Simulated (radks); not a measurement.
Question: Isoelectronic series with 5 electrons, all held in the configuration [He] 2s2 2p1, which need not be the ground one along the series. Method: non-relativistic Kohn-Sham, LDA (Slater exchange, Perdew-Wang correlation), spin-polarised, spherical densities, point nucleus; open shells are filled with parallel spins first; computed with a radial shooting solver on a logarithmic mesh with Libxc functionals. Total energies (hartree) and orbital eigenvalues (hartree) (* marks an orbital that is empty in some or all of the ions):

ion,E (hartree),2p down*,2p up,2s down
B,-24.35246,-0.11353,-0.15059,-0.31895
C+,-37.03599,-0.59292,-0.65496,-0.90401
N2+,-52.47486,-1.33307,-1.41925,-1.74870
O3+,-70.66553,-2.32767,-2.43776,-2.84716
F4+,-91.60675,-3.57458,-3.70854,-4.19751
Ne5+,-115.29798,-5.07284,-5.23064,-5.79890
Mg7+,-170.92971,-8.82155,-9.02709,-9.75332
Al8+,-202.87007,-11.07153,-11.30097,-12.10596
Si9+,-237.56007,-13.57176,-13.82512,-14.70875
P10+,-274.99973,-16.32216,-16.59947,-17.56165
S11+,-315.18905,-19.32268,-19.62396,-20.66461
Cl12+,-358.12806,-22.57328,-22.89855,-24.01761
K14+,-452.25521,-29.82463,-30.19795,-31.47365
Ca15+,-503.44339,-33.82535,-34.22272,-35.57668
Sc16+,-557.38133,-38.07609,-38.49752,-39.92970
Ti17+,-614.06905,-42.57684,-43.02234,-44.53271
V18+,-673.50656,-47.32759,-47.79719,-49.38571

Estimate the row of Ar13+.

Answer: E (hartree) -403.81677; 2p down* -26.07393; 2p up -26.42322; 2s down -27.62063.
